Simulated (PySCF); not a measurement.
W(O)(NH)(F)(Br) (BrFHNOW), SMILES [NH]=[W](=[O])([F])[Br], multiplicity 1.

The structure is a stationary point at B3LYP-D3(BJ)/def2-SVP. The multiplicity is an assumed one; no other spin state was optimised. The structure was generated by enumeration; whether it is a known compound was not checked. The def2 effective core potentials stand for the cores of W; spin–orbit coupling is left out.

Calculation: B3LYP-D3(BJ)/def2-SVP run with PySCF.

Frequencies are harmonic and unscaled.

```tsv
mode	ν (cm⁻¹)	IR (km/mol)	Raman (Å⁴/amu)	depolarisation	moving atoms (share of kinetic energy)
1	125	1.4	1.4	0.70	F 61 %, Br 15 %, W 13 %
2	163	1.6	2.8	0.73	N 29 %, O 27 %, W 17 %, Br 12 %, F 11 %
3	211	0.8	2.0	0.41	O 37 %, Br 30 %, F 13 %, N 13 %
4	241	5.6	3.5	0.73	F 39 %, N 30 %, O 22 %
5	283	17.1	2.6	0.39	Br 36 %, W 27 %, N 11 %, O 11 %
6	325	21.3	5.1	0.53	O 38 %, N 21 %, H 20 %, W 14 %
7	540	158.6	0.4	0.55	H 69 %, N 27 %
8	648	72.8	2.1	0.58	H 74 %, N 16 %, F 8 %
9	698	144.9	2.9	0.11	F 81 %, W 11 %
10	996	119.3	17.5	0.46	N 56 %, O 28 %, W 10 %
11	1036	72.7	37.3	0.03	O 64 %, N 28 %
12	3603	197.9	146.7	0.35	H 93 %
```
